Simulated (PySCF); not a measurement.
C₅H₄O₂S.
Numbering: `[O:1]=[C:2]([OH:3])[c:4]1[cH:5][cH:6][cH:7][s:8]1` (hydrogens: H9 on O3; H10 on C5; H11 on C6; H12 on C7)

Level: wB97X-D/pcSseg-2 in PySCF, non-relativistic, on one gas-phase PBE0-D3(BJ)/def2-TZVP geometry that isn't relaxed in the solvent. The solvent is an IEF-PCM continuum (Bondi radii, 1.10 Å for H, scaled by 1.2). The model holds no explicit solvent molecules, cavitation or dispersion.

Gas phase at wB97X-D/pcSseg-2: HOMO -9.14 eV, LUMO 0.03 eV, dipole 2.02 D.

**Question.** What does the continuum do to the energy, the frontier levels and the dipole at wB97X-D/pcSseg-2 in chloroform?

**Answer.** 
```
   solvent      ε  E(solvent) − E(gas) (kcal/mol)  polarisation term (kcal/mol)  distortion of the solute (kcal/mol)  HOMO (eV)  LUMO (eV)  dipole (D)
chloroform  4.711                           -5.32                         -5.85                                 0.53      -9.08       0.05        2.54
```

Polarisation term: ½ Σ q·V over the induced surface charges. Distortion: the rise of the solute's own energy as its density leaves the gas-phase optimum.

**Question.** Which radius a makes the point-dipole formula ΔE = −[(ε − 1)/(2ε + 1)]·μ²/a³ give the value in chloroform, with the gas-phase dipole?

**Answer.** μ = 0.794 au and |ΔE| = 0.00848 Eh give a = 1.58 Å; the farthest nucleus lies 3.53 Å from the centroid of the nuclei, so such a sphere wouldn't even hold the nuclei. The formula assumes a rigid point dipole at the centre of a sphere.

Hardware: Intel Xeon 6975P-C, one thread, no GPU, shared host. Cost: 72 s of wall time, 1.8 GiB resident at most. This is the whole shielding run at wB97X-D/pcSseg-2 in chloroform, SCF included.

Shape of the structure used: `[O:1]=[C:2]([OH:3])[c:4]1[cH:5][cH:6][cH:7][s:8]1`: O1–C2–C4–C5 -1°, H–O3–C2–O1 0°.

wB97X-D is run here without its empirical dispersion term; that term would change no orbital, density or response property at a fixed geometry.
